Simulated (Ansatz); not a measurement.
Consider the hydrogenolysis of a Ge–F bond: `[NH2][Ge]([F])([F])[Cl]` + H₂ → `[NH2][GeH]([F])[Cl]` + H–F.

Calculated with Ansatz (gas phase, PBE0-D4/def2-TZVP geometries, no zero-point term in ΔE). CCSD(T)/CBS is the MP2 limit (def2-TZVPP, def2-QZVPP) plus CCSD(T) − MP2 in def2-TZVPP, frozen cores. This one scheme is used for every species. DFT in def2-TZVPP. For Ge outer-core shells are correlated without core-valence functions, which leaves a few kJ/mol of doubt a bond. Scalar relativity is left out up to krypton. Each species was taken in one conformer, which may not be the lowest.

| level | ΔE (eV) |
| --- | --- |
| PBE | 0.41 |
| r2SCANh | 0.52 |
| RPA@PBE/def2-TZVPP | 0.47 |
| HF/CBS(def2) | 0.48 |

Question: What does CCSD(T)/CBS give? (Estimate.)

Answer: Ansatz gave: +0.41 eV. The listed levels differ from it by 0.00, 0.11, 0.06, 0.07 eV.

Largest T1 diagnostic among the species: 0.011.

From r2SCAN to r2SCAN0 (25 % exact exchange), in def2-TZVPP and without D4, ΔE moves by −0.06 eV. The D4 term adds +0.03 eV with B3LYP and +0.02 eV with PBE0; it sums over pairs of atoms, weighted by their polarisabilities, and B3LYP, whose exchange is more repulsive, gets the larger term. Leaving LDA and LC-ωPBE aside and taking each functional with its dispersion term where it has one, the values, not all of them listed here, spread over 0.15 eV, from HSE06-D4 to r2SCAN-D4. LDA lies −0.04 eV from PBE without D4.

B3LYP here is the variant with VWN-RPA as its local correlation; programs differ in this.
